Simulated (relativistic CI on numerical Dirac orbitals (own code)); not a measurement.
**Pd3+: L-alpha,beta X-ray emission**

Computed with this model: Dirac-Coulomb-Breit CI, separate exchange-only KLI orbitals for each configuration, model QED (radiative potential, 1s self-energy scaled to tabulated hydrogen-like ionisation energies), valence Slater integrals scaled by 0.9, multiplet model of X-ray emission after core ionisation; configurations [Kr] 4d7 → [He] 2s2 2p5 3s2 3p6 3d10 4s2 4p6 4d7 → [Ar] 3d9 4s2 4p6 4d7; 300 K; Lorentzian 2 eV and Gaussian 0.6 eV FWHM. Energies are those of the free ion, without screening or charge transfer. S is read from ⟨S²⟩ = S(S + 1).

Field parameters in Wybourne normalisation: Td as Oh with Dq negative (B⁴₀ = 21Dq, B⁴₄ = √(5/14) B⁴₀). The field is a parameter set, without covalency.

Computed curve for Td, 10Dq = -16700 cm⁻¹, scaled to 100 at the maximum (points under 2 are left out and the grid is thinned):

| Energy (eV) | Intensity |
| --- | --- |
| 2827.8 | 2.1 |
| 2828.8 | 3.1 |
| 2829.6 | 4.0 |
| 2830.6 | 4.7 |
| 2831.4 | 5.4 |
| 2832.4 | 6.8 |
| 2833.2 | 8.3 |
| 2834.2 | 10.8 |
| 2835.2 | 14.0 |
| 2836.0 | 16.3 |
| 2837.0 | 19.3 |
| 2837.8 | 25.0 |
| 2838.8 | 45.9 |
| 2839.6 | 80.4 |
| 2840.6 | 94.2 |
| 2841.4 | 55.1 |
| 2842.4 | 23.1 |
| 2843.4 | 11.6 |
| 2844.2 | 7.6 |
| 2845.2 | 4.9 |
| 2846.0 | 3.7 |
| 2847.0 | 2.7 |
| 2847.8 | 2.2 |
| 2984.2 | 2.6 |
| 2985.2 | 4.1 |
| 2986.0 | 6.0 |
| 2987.0 | 9.3 |
| 2987.8 | 11.0 |
| 2988.8 | 12.3 |
| 2989.6 | 16.1 |
| 2990.6 | 24.7 |
| 2991.4 | 31.4 |
| 2992.4 | 32.2 |
| 2993.4 | 28.6 |
| 2994.2 | 22.5 |
| 2995.2 | 12.2 |
| 2996.0 | 7.1 |
| 2997.0 | 4.1 |
| 2997.8 | 3.0 |
| 2998.8 | 2.0 |

The ground state has S = 1.49, and the centroid lies at 2891.46 eV.
